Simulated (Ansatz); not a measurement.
Basis-set extrapolation for `N[SiH2][SiH2]S` (PBE0-D4/def2-TZVP geometry, frozen core, the Gaussian-basis code of Ansatz). Multiplicity 1, RHF reference.

|  | def2-TZVPP | def2-QZVPP |
| --- | --- | --- |
| HF | -1034.034806 | -1034.067116 |
| MP2 correlation | -0.644811 | -0.695578 |
| CCSD(T) correlation | -0.734638 | not run |

Energies in hartree. Use E(X) = E(∞) + A·exp(−7.88·√X) for Hartree–Fock and E(X) = E(∞) + B·X^(−2.97) for correlation, with X = 3 and 4, and add CCSD(T) minus MP2 of the smaller set to the MP2 limit.

Task: What is the CCSD(T) energy at the basis-set limit?

Result: HF limit: -1034.067116 + (-0.032310) × 0.13774 = -1034.07157. MP2 limit: -0.695578 + (-0.050767) × 0.74074 = -0.73318. Higher-order term: -0.734638 − (-0.644811) = -0.08983. Total: -1034.89458 hartree, 78.5 kcal/mol below CCSD(T)/def2-TZVPP.
